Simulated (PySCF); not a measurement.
# ErP from Hartree–Fock to correlated methods

State: quartet, about 11.2 electrons in the 4f shell (Mulliken), real f orbitals that mix terms. Set-up: basis Er x2c-TZVPall, P x2c-TZVPall; spin-free X2C with a Gaussian nucleus; PySCF 2.14. De refers to Er (4f12 6s2) + P in their high-spin ground configurations, without counterpoise correction. The functionals are run spin-unrestricted. A positive dipole means Er(−)P(+). Levels whose curve was spin-contaminated or gave no clean fit are not listed.

```csv
Level,Re (Å),ωe (cm⁻¹),De (eV),μ (D),"CPU s a point (SCF and correlation, without the integrals)"
ROHF,2.322,436,n/a,-8.31,33
ROHF-MP2,2.290,466,n/a,n/a,46
ROHF-SCS-MP2,2.306,456,n/a,n/a,n/a
r²SCAN,2.317,402,2.45,-6.70,57
PBE0,2.288,437,1.57,-6.68,23
ωB97X,2.287,430,0.87,-7.05,44
```

Problem. What does second-order correlation do here, going from ROHF to ROHF-MP2?

Solution. ROHF-MP2 less ROHF: -3.2 pm in Re, +6.9 % in ωe. Correlation nearly always deepens the well. The bond shortens, as in weak, metallic or heavy-atom bonds, where dispersion and the correlation of outer-core electrons pull the atoms together.

Correlated steps freeze 23 core orbitals. These are scalar-relativistic numbers at best; spin–orbit coupling would shift them, the dissociation energy most. UHF is strongly spin-contaminated for ErP, so the ROHF reference used there is far from stable. The state is the lowest single determinant that the PBE0 search found; with open d or f shells the true ground state can be another one.

The whole job (state search and all levels along the bond) took about 28 min on 4 threads of Arm Neoverse V1 (shared host), peak memory 8.9 GiB.
